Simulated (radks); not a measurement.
Ionisation of neutral tin, [Kr] 4d10 5s2 5p2, to [Kr] 4d10 5s2 5p1 as the strength of local exchange is varied. Method: scalar-relativistic Kohn-Sham, Slater X-alpha exchange (alpha = 2/3 is LDA exchange), no correlation, spin-polarised, spherical densities, point nucleus; open shells are filled with parallel spins first (spin-orbit coupling, left out, can overturn this in heavy ions); computed with a radial shooting solver on a logarithmic mesh with Libxc functionals.

| alpha | E(Sn) (hartree) | exchange (hartree) | IE (eV) | -e of the level emptied (eV) | <r> of it (bohr) |
|---|---|---|---|---|---|
| 0.667 | -6167.20713 | -154.65870 | 6.646 | 3.554 (5p) | 3.285 |
| 0.73 | -6181.86531 | -169.66203 | 7.154 | 4.006 (5p) | 3.203 |
| 0.737 | -6183.49611 | -171.33325 | 7.212 | 4.058 (5p) | 3.195 |
| 0.755 | -6187.69153 | -175.63453 | 7.360 | 4.192 (5p) | 3.173 |
| 0.989 | -6242.48580 | -232.05369 | 9.416 | 6.081 (5p) | 2.924 |

NIST Atomic Spectra Database: 7.344 eV (measured). The Delta-SCF value meets it near alpha = 0.75. Open shells are spherical and high-spin; term and fine-structure splittings are not resolved. Spin-orbit splitting is averaged out at the scalar-relativistic level.
